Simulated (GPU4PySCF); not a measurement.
**Worked example: oscillator strength and radiative lifetime**

perylene diimide (C24H10N2O4), SMILES C1(=O)NC(c2ccc3c4c2c1ccc4c1c2c3ccc3c2c(cc1)C(=O)NC3=O)=O.

Coordinates come from a ωB97M-D3(BJ)/def2-SVP optimisation.

TDA-PBE/def2-SVPD run with GPU4PySCF puts the first singlet state with f over 0.02 at 2.48 eV (vertical), with the transition dipole (0.000, 0.000, -3.714) in atomic units.

Task: Find the oscillator strength, the wavelength and the radiative lifetime that this transition would have in vacuum if emission retraced absorption.

Result: 
|μ|² = 13.7938 au, so |μ| = 9.44 D. ΔE = 2.48/27.211 = 0.0911 hartree. f = (2/3) ΔE |μ|² = 0.838 (the program prints 0.836).
λ = 1239.84/2.48 = 500 nm; ν = 20003 cm⁻¹.
Einstein's coefficient A = 0.6670 ν² f s⁻¹ (ν in cm⁻¹) = 2.2e8 s⁻¹, so τ = 1/A = 4.5 ns. This state is S3; the lower singlets have f = 0.000, 0.000. The figure is the radiative limit of this one transition; relaxation, internal conversion, crossing to triplets and a medium change what is measured.
